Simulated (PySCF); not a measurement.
Rigid-rotor lines calculated for a species of formula B2H7NOSi (commonest isotopes; PBE0-D3(BJ)/def2-SVP geometry optimisation, gas phase (PySCF)), labelled J(Ka,Kc):

```tsv
transition	MHz
2(0,2) ← 1(0,1)	5653.9
1(0,1) ← 0(0,0)	2827.0
1(1,1) ← 0(0,0)	28616.7
2(1,1) ← 1(1,0)	5703.7
2(1,2) ← 1(1,1)	5604.2
```

(1) Find the rotational constants.

(2) What moments of inertia, asymmetry and inertial defect follow?

(3) Which dipole components do these lines need?

(4) Predict further lines from these constants: 4(0,4) ← 3(0,3); 4(3,1) ← 3(3,0); 4(2,3) ← 3(2,2); 2(2,1) ← 1(1,0); 1(1,0) ← 1(0,1); 3(2,2) ← 3(1,3); 4(1,4) ← 3(0,3).

(5) Which structure gave them?

Answers

(1) 1(0,1) ← 0(0,0) is B + C, 2(1,1) ← 1(1,0) is 3B + C and 2(1,2) ← 1(1,1) is B + 3C, so B − C is half the difference of the last two, 49.8 MHz. 1(1,1) ← 0(0,0) is A + C. A = 27228.0, B = 1438.4, C = 1388.6 MHz.

(2) I = 505379 MHz·u·Å² over each constant: Ia = 18.56, Ib = 351.36, Ic = 363.94 u·Å²; κ = (2B − A − C)/(A − C) = -0.996 (near-prolate asymmetric top); Δ = Ic − Ia − Ib = -5.98 u·Å².

(3) μa and μb (a-type: ΔKa even, ΔKc odd; b-type: both odd). The calculation gives |μa| = 1.51 D, |μb| = 0.77 D, |μc| = 0.00 D.

(4) 
| transition | MHz | type | branch |
| --- | --- | --- | --- |
| 4(0,4) ← 3(0,3) | 11307 | a | R |
| 4(2,3) ← 3(2,2) | 11308 | a | R |
| 4(3,1) ← 3(3,0) | 11308 | a | R |
| 1(1,0) ← 1(0,1) | 25839 | b | Q |
| 4(1,4) ← 3(0,3) | 36874 | b | R |
| 3(2,2) ← 3(1,3) | 77593 | b | Q |
| 2(2,1) ← 1(1,0) | 83073 | b | R |

(5) `BNBO[SiH3]`. Three constants can't fix a structure by themselves; this is the one that was computed:
```xyz
12
B2H7NOSi angstrom
B     -2.740   -0.122   -0.044
N     -1.415   -0.442   -0.401
B     -0.224    0.136    0.143
O      0.978   -0.296   -0.319
Si     2.556    0.127    0.054
H     -3.658   -0.690   -0.591
H     -2.933    0.715    0.804
H     -1.268   -1.148   -1.119
H     -0.307    0.990    0.998
H      3.330   -1.130    0.244
H      3.127    0.901   -1.085
H      2.590    0.949    1.299
```

The values belong to one conformer with, in the numbering `[BH2:1][NH:2][BH:3][O:4][SiH3:5]`, B1–N2–B3–O4 180°, N2–B3–O4–Si5 180°. Whether it is a minimum is left open (no frequencies). These are rigid-rotor constants of the computed structure; measured ground-state constants (B0) also hold zero-point vibration. A rigid rotor knows nothing of internal rotation, which can split or shift real lines. Quadrupole hyperfine structure (11B, 14N) is left out.
